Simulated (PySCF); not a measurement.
Identify the unknown among the candidates.

All candidates are C5H10SSi.

- 13C NMR: chemical shifts (computed TMS as zero) by class: 55.3 (3 C), 43.8 (1 C), 27.8 (1 C) ppm [GIAO PBE0/pcSseg-1]
- Polarisability: 100.9 au [CAM-B3LYP/def2-SVPD]
- Rotational structure: rotational constants A, B, C: 3.801, 1.213, 1.089 GHz [GFN2-xTB]
- UV, strongest line: among the 8 lowest singlet transitions: S8 at 7.62 eV (163 nm, f = 0.126) [TDDFT CAM-B3LYP/def2-SVPD]
- NMR, other nuclei: isotropic shieldings of nuclei other than C and H, by class: 411 (1 Si), 640 (1 S) ppm [GIAO PBE0/pcSseg-1]
- Triplet: lowest triplet excitation (Tamm–Dancoff): 5.41 eV [TDA CAM-B3LYP/def2-SVPD]
- Dipole: 1.75 D [CAM-B3LYP/def2-SVPD]

The electronic properties come from PySCF, for the isolated species, density fitting. Levels stand in brackets. The structure is a single GFN2-xTB conformer in the gas phase; no vibrational or solvent corrections. NMR values are class means; diastereotopic atoms form classes of their own.

Task: Which candidate is it?
A. `C#C[SiH2]SC(C)C`
B. `C/C=C/C=C/S[SiH3]`
C. `[SiH3]SC12CC(C1)C2`

Result: C. It is `[SiH3]SC12CC(C1)C2`. Numbering: `[SiH3:1][S:2][C@:3]12[CH2:4][C@H:5]([CH2:6]1)[CH2:7]2`. Its formula, C5H10SSi, gives 2 degrees of unsaturation: 2 rings and 0 π bonds in the structure found. 5 carbons fall into 3 classes; from least to most shielded: four-membered-ring carbon [C4/C6/C7] (55.3 ppm, 3 C), ring sp3 carbon bound to sulfur [C3] (43.8 ppm), sp3 carbon at a ring junction [C5] (27.8 ppm). The other shieldings belong to: 411 ppm, SiH3 silicon [Si1]; 640 ppm, sulfur bonded to C and Si [S2]. The optimised geometry has point group Cs and is an asymmetric top.

The others, at the same levels:
- `C#C[SiH2]SC(C)C` fails: it has 4 carbon classes against 3; its computed 13C shifts are 105.0 (1 C), 86.2 (1 C), 40.8 (1 C), 28.0 (2 C) ppm, rotational constant A is 2.403 GHz (against 3.801 GHz) and smallest rotational constant is 0.970 GHz (against 1.089 GHz).
- `C/C=C/C=C/S[SiH3]` fails: it has 5 carbon classes against 3; its computed 13C shifts are 137.3 (1 C), 136.5 (1 C), 135.1 (1 C), 131.4 (1 C), 22.3 (1 C) ppm, lowest triplet excitation (Tamm–Dancoff) is 2.95 eV (against 5.41 eV) and strongest line among the 8 lowest singlet transitions is S1 at 4.99 eV (249 nm, f = 0.756) (against S8 at 7.62 eV).

Each candidate is one conformer, not necessarily the lowest. Dipoles, sizes and rotational constants follow the conformer. The torsions of the flexible species, by atom-mapped SMILES:
- `[SiH3:1][S:2][C@:3]12[CH2:4][C@H:5]([CH2:6]1)[CH2:7]2`: Si1–S2–C3–C4 180°
- `[CH:1]#[C:2][SiH2:3][S:4][CH:5]([CH3:6])[CH3:7]`: C2–Si3–S4–C5 -52°, Si3–S4–C5–C6 -87°
- `[CH3:1]/[CH:2]=[CH:3]/[CH:4]=[CH:5]/[S:6][SiH3:7]`: C2–C3–C4–C5 179°, C4–C5–S6–Si7 -6°
